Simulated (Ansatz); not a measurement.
Born–Oppenheimer molecular dynamics of C2H10OSi (14 atoms, charge 0, multiplicity 1). It starts from a rough guess of a transition structure, not a stationary point.

All numbers below come from UKS B3LYP/6-31G (Ansatz 0.2.0).

```
ensemble                      : NVE (velocity Verlet)
time step                     : 0.5 fs
steps asked                   : 150
starting velocities drawn for : 1000 K
seed                          : 670913
```

First frame:

```xyz
14
Properties=species:S:1:pos:R:3
Si -0.630 0.699 0.129
H 1.195 0.364 0.437
O -0.936 -0.777 0.698
C -0.234 -1.622 1.550
H -2.001 0.840 -0.391
H -0.335 1.868 0.934
H 1.016 0.519 -0.516
C 0.442 0.869 -1.750
H 0.845 -1.454 1.487
H -0.456 -2.656 1.279
H -0.555 -1.449 2.581
H -0.377 1.111 -2.428
H 0.899 -0.025 -2.179
H 1.127 1.713 -1.831
```

Task: How far do the bonds stretch over the last three quarters of this one trajectory? (Pairs bonded in most of those frames.)

Result: 
```csv
bond,mean (Å),spread (Å),shortest,longest
Si1–O3,1.782,0.115,1.61,1.94
Si1–H5,1.521,0.064,1.42,1.61
Si1–H6,1.547,0.080,1.41,1.66
Si1–C8,1.922,0.094,1.77,2.05
H2–H7,0.808,0.138,0.60,0.97
O3–C4,1.457,0.060,1.34,1.53
C4–H9,1.102,0.021,1.07,1.14
C4–H10,1.095,0.021,1.06,1.13
C4–H11,1.110,0.052,1.03,1.18
C8–H12,1.099,0.030,1.05,1.14
C8–H13,1.109,0.054,1.01,1.20
C8–H14,1.119,0.088,0.99,1.25
```

Mean temperature of the second half: 2463 K. The conserved energy stayed within 2 meV per atom of its start (net change 0.63 meV per atom), so there is no drift, though single steps change it by up to 32 meV in the whole system, a sign of fast motions only just resolved. The system heated up, since it started high on the potential surface and ran downhill. A run of 0.075 ps of so small a system gives no equilibrium averages. The orbitals stay closed-shell, which can raise the energy where a bond breaks towards radicals; this wasn't checked here. Limits of this set-up: no polarisation functions.

Time of the run: 10 min on 1 thread of Arm Neoverse V2, with other jobs on the host, peak memory 0.18 GiB.
